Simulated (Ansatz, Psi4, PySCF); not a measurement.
C2H4N (SMILES [CH2]N=C), doublet (typed; the unrestricted solution is spin-contaminated), geometry from GFN2-xTB. Base run: CCSD(T)/cc-pVDZ run with PySCF.

The PySCF input:
```python
from pyscf import gto, scf, cc

mol = gto.Mole()
mol.atom = '''
    C     1.13632705   -0.22459938   -0.24900414
    N     0.01067356    0.38315855   -0.09788839
    C    -1.14308609   -0.01803587    0.31099199
    H     1.22560615   -1.30013518   -0.36821381
    H     2.02550454    0.37542219   -0.33831834
    H    -1.99841828    0.59691774    0.08990737
    H    -1.28685313   -0.89850310    0.92991642
'''
mol.basis = 'cc-pvdz'
mol.spin = 1
mol.verbose = 3
mol.build()

mf = scf.UHF(mol)
mf.kernel()

mycc = cc.CCSD(mf)
mycc.kernel()
et = mycc.ccsd_t()
print('E(CCSD(T)) = %.10f' % (mycc.e_tot + et))
```

The same geometry, method and basis name were run in Ansatz (a program for electronic structure) and Psi4 and PySCF, at each program's defaults and at the settings that a row names. The base is PySCF at its defaults. Differences at the defaults can come from grids, fitting, cores and function types together.

```tsv
code and settings	ΔE vs base (mEh)	basis functions	E (Eh)	SCF cycles
PySCF, defaults (exact integrals, spherical functions, all electrons correlated)	0.000	62	-132.91728	13
Psi4, defaults (exact integrals, spherical functions, all electrons correlated)	0.000	62	-132.91728	15
Ansatz, defaults (factorised integrals, spherical functions, frozen core)	7.125	62	-132.91016	-
PySCF, frozen core	7.124	62	-132.91016	13
Psi4, exact integrals, spherical functions, frozen core	7.124	62	-132.91016	15
Ansatz, high accuracy, frozen core	7.124	62	-132.91016	-
```

Open shells are given as the SCF converged; they aren't shown to be the lowest states, and a large step between rows can be another state.
